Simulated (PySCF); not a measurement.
A GIAO shielding run with PySCF (density fitting, non-relativistic, gas phase) on SMILES CC(C)CCC(C)C, C$_{8}$H$_{18}$:

```
{"job": {"kind": "nmr", "xc": "PBE0", "basis": "pcSseg-1"}, "charge": 0, "multiplicity": 1}
C     -2.315732     1.020988     0.771023
C     -1.976363    -0.043926    -0.269633
C     -2.967021    -1.202341    -0.161780
C     -0.545331    -0.568793    -0.105379
C      0.525406     0.498391    -0.328006
C      1.945069    -0.071460    -0.430804
C      2.924985     1.046036    -0.785714
C      2.383553    -0.746434     0.866990
H     -2.158873     0.631587     1.774950
H     -1.700165     1.907046     0.642078
H     -3.358553     1.317734     0.678660
H     -2.070235     0.401977    -1.266739
H     -3.986254    -0.848872    -0.301355
H     -2.761256    -1.960123    -0.914541
H     -2.896918    -1.666559     0.819962
H     -0.443870    -0.993674     0.894731
H     -0.388467    -1.376089    -0.826093
H      0.500773     1.225095     0.486126
H      0.299090     1.031479    -1.255644
H      1.962943    -0.817766    -1.233815
H      2.648275     1.520094    -1.724835
H      2.928358     1.805395    -0.006095
H      3.934324     0.652824    -0.884876
H      1.770098    -1.616333     1.084988
H      2.306676    -0.049766     1.699313
H      3.418442    -1.073898     0.789764
```

Hardware: 1 thread of an x86-64 server CPU, shared host. The job also computes population analyses, field gradients.

Q: How large is the calculation?

A: 66 electrons, 226 basis functions and 1164 auxiliary functions.

Q: How long does it take?

A: 54 s of wall time, with 12 SCF cycles and 4 response iterations. Times on a shared host scatter by some tens of per cent.
